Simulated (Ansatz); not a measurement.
Born–Oppenheimer molecular dynamics of BrFGeH4 (7 atoms, charge 0, multiplicity 1). It starts at the highest image of a converged band, a first-order saddle point between two minima.

Level of theory: RKS PBE0-D4/def2-mTZVP (Ansatz).

```
ensemble                      : NVE (velocity Verlet)
time step                     : 0.5 fs
steps asked                   : 200
starting velocities drawn for : 300 K
seed                          : 10357
```

First frame:

```xyz
7
Properties=species:S:1:pos:R:3
Ge -0.144 0.000 -0.154
F -0.053 0.000 1.912
H 1.387 0.000 0.008
H -0.599 1.319 -0.769
H -0.599 -1.319 -0.769
Br -2.657 0.000 1.061
H -1.081 0.000 2.020
```

What does the run give?

The run went to its last step.

* steps done: 200
* time covered: 100 fs
* mean temperature over the second half: 1068 K
* spread of the potential energy over the second half: 15.9 meV per atom
* mean potential energy of the second half above the start: -70.8 meV per atom

The conserved energy stayed within 0.19 meV per atom of its start (net change 0.055 meV per atom), so the integration is sound. The kinetic energy rose, since the run started high on the potential surface and went downhill. It ends in pieces (BrH + FGeH3), so much of that is their flight and rotation, not heat. A run of 0.1 ps of so small a system gives no equilibrium averages. The orbitals stay closed-shell, which can raise the energy where a bond breaks towards radicals; this wasn't checked here.

What happens to the structure?

Between its relaxed ends the band would form Ge1–Br6, F2–H7 and break Ge1–F2, Br6–H7. These pairs go: Ge1–Br6 2.79 → 3.63 Å, F2–H7 1.03 → 3.84 Å, Ge1–F2 2.07 → 1.71 Å, Br6–H7 1.85 → 1.47 Å. In the last frame they stand as before the step (other bonds may differ from the relaxed reactants and products). It ends as BrH + FGeH3. Pairs count as bonded within 1.25 times the sum of covalent radii (0.12 Å more for H–H). This is one draw of velocities; another would differ in detail.

How do temperature and energy run in time?


```tsv
time (fs)	T (K)	potential energy less start (eV)	conserved less start (meV/atom)
0	300	0.000	0.00
3	137	0.106	0.14
6	135	0.107	0.10
9	157	0.093	0.04
12	61	0.156	0.18
15	256	0.029	0.01
18	151	0.097	0.14
21	193	0.070	0.09
24	212	0.057	0.04
27	105	0.127	0.18
30	281	0.013	0.02
33	222	0.052	0.15
36	382	-0.052	0.09
39	522	-0.143	0.03
42	474	-0.111	0.17
45	693	-0.254	0.00
48	625	-0.209	0.14
51	726	-0.274	0.09
54	838	-0.347	0.02
57	759	-0.295	0.18
60	964	-0.429	-0.01
63	885	-0.377	0.16
66	1062	-0.492	0.06
69	1158	-0.554	0.05
72	1114	-0.525	0.13
75	1201	-0.582	0.02
78	1080	-0.503	0.12
81	1064	-0.493	0.11
84	1137	-0.540	0.03
87	1056	-0.487	0.17
90	1251	-0.615	0.02
93	1248	-0.612	0.10
96	1263	-0.622	0.11
99	1339	-0.671	0.01
```

Time of the run: 9.2 min on 2 threads of Arm Neoverse V1 (shared host), peak memory 0.23 GiB.
